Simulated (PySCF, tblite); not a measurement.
Compound: C7H15P.
Atom-mapped SMILES: `[CH2:1]=[C:2]([CH3:3])[PH:4][C:5]([CH3:6])([CH3:7])[CH3:8]` (hydrogens: H9, H10 on C1; H11, H12, H13 on C3; H14 on P4; H15, H16, H17 on C6; H18, H19, H20 on C7; H21, H22, H23 on C8)

Cartesian coordinates in Å at the GFN2-xTB level; atoms count from 1:
```
atom  x, y, z in Å
C1     2.038    1.349   -0.867
C2     1.750    0.114   -0.475
C3     2.629   -0.672    0.448
P4     0.286   -0.733   -1.191
C5    -1.113   -0.110   -0.070
C6    -0.739   -0.137    1.408
C7    -2.297   -1.043   -0.331
C8    -1.473    1.312   -0.494
H9     2.900    1.883   -0.495
H10    1.424    1.875   -1.579
H11    3.036   -1.534   -0.082
H12    2.065   -1.046    1.302
H13    3.455   -0.063    0.810
H14    0.471   -1.919   -0.464
H15    0.085    0.543    1.613
H16   -1.594    0.174    2.009
H17   -0.454   -1.140    1.721
H18   -3.173   -0.707    0.222
H19   -2.063   -2.060   -0.019
H20   -2.544   -1.058   -1.391
H21   -2.338    1.666    0.067
H22   -0.643    1.990   -0.305
H23   -1.714    1.344   -1.555
```

Method: PBE0/pcSseg-1 in PySCF (dipole) on a GFN2-xTB geometry, gas phase.

Masses are those of the commonest isotopes; rigid-rotor values at the optimised geometry. The values belong to one conformer with, in the numbering `[CH2:1]=[C:2]([CH3:3])[PH:4][C:5]([CH3:6])([CH3:7])[CH3:8]`, C1–C2–P4–C5 -85°.

(1) What are A, B and C (MHz)?

(2) Classify the top.

(3) What does the inertial defect say?

(4) Give the other two planar moments, Paa and Pbb, and the rms extents of the mass along the axes.

(5) Which types of transition are allowed, and where do some lines up to J = 4 fall?

(6) Estimate the classical rotational partition function at 10 K, 200 K and 500 K.

## Answers

(1) Ia = 198.60, Ib = 442.17, Ic = 460.08 u·Å²; 505379 MHz·u·Å²/I gives A = 2545, B = 1143, C = 1098 MHz.

(2) A near-prolate asymmetric top: κ = (2 × 1143 − 2545 − 1098)/(2545 − 1098) = -0.94.

(3) Not planar: Δ = Ic − Ia − Ib = -180.69 u·Å². For a rigid frame Δ = −2 Σ m c², so Σ m c² = 90.35 u·Å² lies off the ab plane: 19.42 from hydrogen and 70.92 from heavier atoms. The atom farthest from that plane is 2.21 Å away.

(4) Paa = Σ m a² = (Ib + Ic − Ia)/2 = 351.82 and Pbb = Σ m b² = (Ia + Ic − Ib)/2 = 108.26 u·Å². With the mass M = 130.09 u, the rms extents √(P/M) along a, b and c are 1.64, 0.91, 0.83 Å.

(5) The dipole components are |μa| = 0.10 D, |μb| = 0.37 D, |μc| = 1.33 D. The squared components, which scale the intensities, stand as 0.01 : 0.08 : 1.00 (a : b : c). Some lines, for components of 0.1 D or more:

| type | branch | J(Ka,Kc) | MHz | lower level (cm⁻¹) |
| --- | --- | --- | --- | --- |
| b | R | 3(1,2) ← 2(2,1) | 2585 | 0.414 |
| b | R | 1(1,1) ← 0(0,0) | 3643 | 0.000 |
| b | Q | 4(2,2) ← 4(1,3) | 4067 | 0.802 |
| b | Q | 3(2,1) ← 3(1,2) | 4144 | 0.501 |
| c | Q | 2(2,1) ← 2(1,1) | 4205 | 0.274 |
| a | R | 2(1,2) ← 1(1,1) | 4438 | 0.122 |
| c | Q | 4(3,2) ← 4(2,2) | 7108 | 0.938 |
| c | Q | 3(3,1) ← 3(2,1) | 7115 | 0.639 |
| b | Q | 4(3,2) ← 4(2,3) | 7123 | 0.938 |
| b | R | 4(0,4) ← 3(1,3) | 7660 | 0.492 |
| b | R | 3(1,3) ← 2(0,2) | 8015 | 0.224 |
| c | R | 2(2,1) ← 1(1,1) | 8777 | 0.122 |
| a | R | 4(3,1) ← 3(3,0) | 8968 | 0.876 |
| b | R | 4(1,4) ← 3(0,3) | 10170 | 0.448 |
| b | R | 3(2,2) ← 2(1,1) | 10929 | 0.274 |
| b | R | 3(2,1) ← 2(1,2) | 11068 | 0.270 |
| c | R | 4(2,2) ← 3(1,2) | 13119 | 0.501 |
| b | R | 3(3,0) ← 2(2,1) | 13845 | 0.414 |
| c | R | 4(3,2) ← 3(2,2) | 16088 | 0.639 |
| c | R | 4(4,0) ← 3(3,0) | 18933 | 0.876 |
| c | R | 4(4,1) ← 3(3,1) | 18933 | 0.876 |
| b | R | 4(4,0) ← 3(3,1) | 18933 | 0.876 |

(6) Point group C1, symmetry number σ = 1; q = (√π/σ)·√((kT/h)³/(ABC)), k/h = 20836.6 MHz/K: 2980 at 10 K, 267000 at 200 K, 1050000 at 500 K.

Its GFN2-xTB frequencies are all real (lowest 50 cm⁻¹). These are rigid-rotor constants of the computed structure; measured ground-state constants (B0) also hold zero-point vibration. A rigid rotor knows nothing of internal rotation, which can split or shift real lines.

The run took about 2 min of CPU time (one thread, shared machine). This is the PBE0/pcSseg-1 job that gave the dipole, with the shieldings it also computed.
